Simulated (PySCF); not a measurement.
Input for PySCF: R-BP86/6-31G* on H2S (SMILES S).

```python
from pyscf import gto, scf, dft, mp
from pyscf.data.elements import chemcore

mol = gto.M(
    atom='''
    S     0.62801077    0.22882980    2.29677955
    H    -0.20054640    1.07138429    2.94173344
    H     1.39217702    1.23484712    1.83164563
    ''',
    basis='6-31g*',
    cart=True,
    charge=0, spin=0, verbose=3, max_memory=1800)
mf = dft.RKS(mol, xc='b88,p86')
mf.conv_tol = 1e-8
mf.max_cycle = 100
mf.kernel()
if not mf.converged:
    mf = mf.newton().run(mf.mo_coeff, mf.mo_occ)
```

Program output:

```
converged SCF energy = -399.407927588893
```

Self-consistency was reached.

Cost: around 0.22 core-seconds (rough).
